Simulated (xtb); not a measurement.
F2Si, charge +1, doublet, geometry from GFN2-xTB (a state made from the parent by changing its charge; the spin is typed, not shown lowest). Base run: GFN0-xTB (xtb 6.7.1).

Here is a job for xtb.
```
$ xtb mol.xyz --gfn 0 --chrg 1 --uhf 1 --json

# file mol.xyz
3

F     -1.31551725    -0.40462820     0.01044998
Si    -0.01740213     0.44992730     0.03735713
F      1.34258723    -0.29525872    -0.06856107
```

Variants of this job, named by their change:

```
change        ΔE vs base (kcal/mol)
------------  ---------------------
base                          0.000
etemp = 5000                  -5.60
etemp = 1000                 -0.001
etemp = 3000                  -0.86
file = coord                  0.000
```
